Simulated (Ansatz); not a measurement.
Species: sum formula YOF, net charge -1, doublet state. The spin state was set by rule; other spins were not relaxed. 
Coordinates optimised at B3LYP-D3(BJ)/def2-TZVP (Ansatz, an electronic-structure program):
```xyz
3

Y      0.1401    -0.1206     0.2742
O      1.3060    -0.1378    -1.1870
F     -1.7679     0.6449    -0.1331
```
Charge -1, spin multiplicity 2.

Problem. Give the harmonic wavenumbers at B3LYP-D3(BJ)/def2-TZVP (Ansatz, finite differences of forces, unscaled).

Solution. 173, 474, 776 cm⁻¹. Zero-point energy 2.0 kcal/mol.

Problem. From these and the geometry, give the ideal-gas thermochemistry at 298.15 K and 1 atm (rigid rotor, harmonic oscillator).

Solution. Point group Cs, rotational symmetry number 1. Rotational constants 18.27, 5.067, 3.967 GHz. S(trans) 40.36, S(rot) 24.29, S(vib) 3.36, S(elec, spin only) 1.38, S 69.4 cal/(mol K). H(298) - H(0) 2.96 kcal/mol; G - E(el) -15.7 kcal/mol.
